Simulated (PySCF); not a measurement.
C₃H₇F₂Si (doublet state).
Atom-mapped SMILES: `[F:1][CH2:2][C:3]([F:4])[CH2:5][SiH3:6]` (hydrogens: H7, H8 on C2; H9, H10 on C5; H11, H12, H13 on Si6)

Geometry (GFN2-xTB, Å), atoms numbered from 1 in this order:
```
atom  x, y, z in Å
F1    -1.1063    1.7830   -0.4541
C2    -1.7594    0.5399   -0.3267
C3    -0.9108   -0.4817    0.3067
F4    -1.0602   -0.5908    1.6598
C5     0.3451   -0.9778   -0.2332
Si6    1.8242    0.2570    0.0962
H7    -2.0269    0.2629   -1.3516
H8    -2.6531    0.7357    0.2714
H9     0.2533   -1.1308   -1.3061
H10    0.6062   -1.9234    0.2413
H11    3.0342   -0.4715   -0.2919
H12    1.8232    0.5618    1.5231
H13    1.6262    1.4361   -0.7363
```

The hyperfine couplings belong to this conformer and change with its torsions.

Method used: UKS B3LYP, pcH-1 on C F H Si, non-relativistic, mean-field spin-orbit, GIAO in PySCF 2.14.0. Geometry: GFN2-xTB, one conformer, isolated molecule. The geometry wasn't refined by DFT: couplings that depend on bond lengths, twists or pyramidal angles can differ widely from those at the functional's own minimum. Stability of the SCF solution: not tested.

The Mulliken spin populations are largest on C3 (+0.83), Si6 (+0.09) and F4 (+0.06). C3 is the only atom above +0.15. The angles at C3 add up to 355.7°, so it is nearly planar.

List the C–H protons on four-coordinate carbons next to a three-coordinate spin centre, with their couplings and θ (C–H bond against the normal to the plane of the centre's neighbours, projected along the bond that joins the two).

```
β H  on  centre  θ (°)  cos²θ   a (G)
 H7  C2      C3     48   0.45   +7.88
 H8  C2      C3     76   0.06   +0.74
 H9  C5      C3     61   0.23   +8.36
H10  C5      C3     59   0.27  +19.76
```

Fitting the Heller–McConnell form a = ρ(B0 + B2 cos²θ), with Mulliken ρ = 0.83, gives B0 = 4.9 G and B2 = 24.8 G, with a largest miss of 10.2 G.

Couplings in gauss use g_iso = 2.0034.
